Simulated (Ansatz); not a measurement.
Single points on the cluster SiAu₄.

```yaml
crystal:
  periodic: [false, false, false]
  atoms:
    - {symbol: Au, position_ang: [-1.590505, -0.728024, 1.523069]}
    - {symbol: Au, position_ang: [2.232791, -0.380762, 0.501254]}
    - {symbol: Au, position_ang: [-0.517539, 1.845664, -1.306620]}
    - {symbol: Au, position_ang: [-0.206100, -1.215946, -1.183935]}
    - {symbol: Si, position_ang: [0.081353, 0.479076, 0.466231]}
basis:
  gaussian: {orbitals: def2-TZVP, initial_orbitals: start.molden}
magnetization: {spin_polarized: true, initial_magnetization: 2}
hamiltonian: {xc: pbe, dispersion: d4}
scf: {omitted_lower_state_checks: [starts]}
output: {orbitals: {seedname: orbitals}}
```

The file start.molden holds the orbitals of an earlier run on this structure, at another level or in another basis.

```sh
$ ansatz run in.yaml --threads 4 --pin off --events-out ev --progress --plain --max-ram 8704MiB
```

Shortened log:

```
Functional definition: PBE
1684 factors; their error is unknown
mean field evaluation 1: about -22655.3044 eV, gradient 8.0e0 eV
mean field evaluation 2: about -22655.5433 eV, gradient 3.1e-1 eV
mean field evaluation 4: about -22655.5362 eV, gradient 3.3e-2 eV
mean field -22655.53621576 eV, -832.5755994553 hartree, gradient 2.7e-5 eV, S^2 2.005511; 0 other end points of the search recorded, 0 dependent functions left out
reference -22655.53626218 eV, -832.5756011612 hartree; 46, 44 occupied and 151, 153 virtual orbitals, 1684 factors
Total energy: -22655.92832602 eV, -832.5900092415 hartree
Checks for a lower state left out: starts
```

Hardware: 4 threads of Intel Xeon Platinum 8259CL on a shared host. Wall time 7.5 s.

First input, but with `gaussian: {orbitals: def2-SVP, initial_orbitals: start.molden}`, `hamiltonian: {xc: {text: "exchange = 0.90*pbe_x + 0.10*exact_x\ncorrelation = pbe_c"}}` (abridged; 9 s):

```
Functional definition: unnamed
mean field -22649.72399279 eV, -832.3620042008 hartree, gradient 1.6e-5 eV, S^2 2.007907
Total energy: -22649.72403361 eV, -832.3620057007 hartree
Checks for a lower state left out: starts
```

Geometry: r2SCAN-D4/def2-SVP.

In the def2 sets Au takes a core potential; there is no spin–orbit coupling. At PBE0-D4/def2-TZVP a singlet of charge 0 lies 1.47 eV below the triplet, each at its own geometry. The structure comes from a short search, and lower isomers may exist.
